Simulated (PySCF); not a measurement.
Molecule: Si(OH)(SH)3, SMILES O[Si](S)(S)S (H₄OS₃Si), singlet. Atoms near the plane z = 0.6 Å, at the B3LYP/def2-SVP optimised geometry (x, y, z in Å): O1 (-0.9, -1.2, 1.3), Si2 (-0.2, -0.5, 0.0), S4 (-0.8, 1.5, 0.0), S5 (2.0, -0.5, 0.0), H9 (2.1, -1.9, -0.3).

Calculation: B3LYP/def2-TZVP run with PySCF. The values are rescaled to run from 0 to 1.

```
|22222222222222222222222222222|
|22222222222222222222222222222|
|22222222222222222222222222222|
|22222222222222222222222222222|
|22222222222222222222222222222|
|22222222222222222222222222222|
|22222222222222222222222222222|
|22222222222222222222222222222|
|22222222221001222222222222222|
|22222222221210222222222222222|
|22222222222211222222222222222|
|22222222222212222222222222222|
|22222222222222222222222222222|
|22222222222222222222222222222|
|22222222222222222222112222222|
|22222222222238722220101222222|
|22222222223239932210201222222|
|22222222223323322221112222222|
|22222222234432222222222222222|
|22222222223433222222222222222|
|22222222222322222222222222222|
|22222222222222222222222222222|
|22222222222222222222222222222|
|22222222222222222222222222222|
|22222222222222222222222222222|
|22222222222222222222222222222|
|22222222222222222222222222222|
|22222222222222222222222222222|
|22222222222222222222222222222|
```
Scale: ten equal steps from 0.000 (start of '0') to 1.00 (end of '9'), in the order '0123456789'; x runs from -4.50 to 4.50, y from -4.50 (bottom) to 4.50 (top).

Problem. Which quantity is mapped?
A) Laplacian of the electron density
B) electron localisation function
C) an orbital amplitude
D) log10 of the electron density

Solution. A, Laplacian of the electron density. In full: Laplacian of the electron density (e/bohr⁵), clipped to [-1.50, 1.50].
